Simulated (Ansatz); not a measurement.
Consider the substitution at a C–Si bond: `C[Si](C)(C)C` + `NC(=O)[SiH2]Cl` → `CNC(=O)[SiH2]Cl` + `C[SiH](C)C`.

Program: Ansatz. Geometries: PBE0-D4/def2-TZVP. ΔE: electronic, gas phase. CBS: MP2 limit from def2 TZ/QZ plus the TZ coupled-cluster correction, frozen cores. Functionals use def2-TZVPP. B3LYP here is the variant with VWN-RPA as its local correlation; programs differ in this. Each species was taken in one conformer, which may not be the lowest.

`C[Si](C)(C)C`:

Cartesian coordinates in Å:
```
C 1.163 -0.776 -1.250
Si 0.000 0.000 0.000
C 0.989 1.017 1.227
C -0.929 -1.350 0.912
C -1.224 1.110 -0.889
H 1.721 -0.012 -1.799
H 0.614 -1.376 -1.981
H 1.889 -1.431 -0.760
H 0.337 1.481 1.972
H 1.541 1.816 0.724
H 1.715 0.397 1.760
H -1.617 -0.928 1.649
H -0.240 -2.014 1.442
H -1.515 -1.962 0.221
H -1.816 0.544 -1.613
H -1.916 1.578 -0.185
H -0.710 1.908 -1.431
```

`NC(=O)[SiH2]Cl`:

Cartesian coordinates in Å:
```
N 0.726 -0.714 -1.183
C -0.406 -0.503 -0.486
O -1.477 -1.023 -0.743
Si -0.419 0.674 1.016
Cl 1.454 1.489 1.341
H 0.714 -1.339 -1.973
H 1.584 -0.257 -0.925
H -1.368 1.773 0.742
H -0.809 -0.099 2.213
```

`CNC(=O)[SiH2]Cl`:

```xyz
12

C     0.222   -1.780   -1.039
N     0.012   -0.758   -0.043
C     0.063    0.558   -0.319
O     0.289    1.032   -1.423
Si   -0.226    1.840    1.057
Cl   -0.596    0.909    2.868
H    -0.659   -2.418   -1.138
H     0.410   -1.283   -1.989
H     1.084   -2.403   -0.787
H    -0.182   -1.025    0.908
H     0.988    2.670    1.199
H    -1.405    2.659    0.705
```

`C[SiH](C)C`:

Z-matrix (Å, degrees):
```
C
Si 1 1.874
H 1 1.093 2 111.2
H 1 1.093 2 111.1 3 120.1
H 1 1.094 2 110.9 3 -119.9
C 2 1.874 1 110.3 3 -178.9
C 2 1.874 1 110.3 3 58.9
H 2 1.494 1 108.6 3 -60.0
H 6 1.093 2 111.1 1 179.0
H 6 1.094 2 110.9 1 -61.1
H 6 1.093 2 111.1 1 58.9
H 7 1.093 2 111.2 1 -58.8
H 7 1.094 2 110.9 1 61.1
H 7 1.093 2 111.1 1 -178.9
```

| level | ΔE (kJ/mol) | difference from CCSD(T)/CBS |
| --- | --- | --- |
| PBE-D4 | 60.0 | -2.9 |
| r2SCAN-D4 | 63.6 | 0.7 |
| PBE0-D4 | 61.7 | -1.2 |
| B3LYP-D4 | 60.0 | -2.9 |
| ωB97X-V | 60.0 | -2.9 |
| ωB97M-V | 65.2 | 2.3 |
| B2PLYP | 59.2 | -3.7 |
| PBE | 57.8 | -5.1 |
| r2SCAN | 63.0 | 0.1 |
| PBE0 | 59.6 | -3.3 |
| B3LYP | 56.6 | -6.3 |
| HF/def2-TZVPP | 55.5 | -7.4 |
| MP2/def2-TZVPP | 64.4 | 1.5 |
| SCS-MP2/def2-TZVPP | 59.8 | -3.1 |
| CCSD/def2-TZVPP | 61.2 | -1.7 |
| CCSD(T)/def2-TZVPP | 60.8 | -2.1 |
| HF/def2-QZVPP | 55.4 | -7.5 |
| MP2/def2-QZVPP | 65.5 | 2.6 |
| SCS-MP2/def2-QZVPP | 61.0 | -1.9 |
| HF/CBS(def2) | 55.4 | -7.5 |
| MP2/CBS(def2) | 66.5 | 3.6 |
| CCSD/CBS(def2) | 63.2 | 0.3 |
| CCSD(T)/CBS | 62.9 | 0 |

Largest T1 diagnostic among the species: 0.015.

The D4 term adds +3.5 kJ/mol with B3LYP and +2.0 kJ/mol with PBE0; it sums over pairs of atoms, weighted by their polarisabilities, and B3LYP, whose exchange is more repulsive, gets the larger term. In def2-TZVPP, CCSD(T) changes the Hartree–Fock value by +5.3 kJ/mol (the triples alone add −0.3 kJ/mol) and MP2 by +8.9 kJ/mol.
